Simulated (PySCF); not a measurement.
## Electron correlation in O⁺ (oxygen, charge +1)

[He] 2s2 2p3, high-spin 4S determinant. All numbers are calculated (PySCF 2.14, the non-relativistic Hamiltonian (point nucleus), in def2-SVP (3s2p1d, 14 functions)). Frozen: 1s2; 5 electrons correlated.

MP2 pair energies summed by pair of shells (mhartree):

| pair | energy | share (%) |
| --- | --- | --- |
| 2s-2p | -45.31 | 65.7 |
| 2p-2p | -16.53 | 24.0 |
| 2s-2s | -7.10 | 10.3 |

Total MP2 correlation energy: -68.93 mhartree.

Same-spin part -19.30 and opposite-spin part -49.63 mhartree; SCS-MP2 scales them by 1/3 and 6/5 to -65.99 mhartree.

```csv
level,correlation energy (mhartree)
CCSD,-83.87
(T),-0.57
CCSD(T),-84.44
```

Diagnostics: T1 = 0.0038, D1 = 0.0069, largest double amplitude 0.036.

**Question.** Is a single reference adequate?

**Answer.** Yes: T1 lies below 0.03 and no double amplitude reaches 0.07.
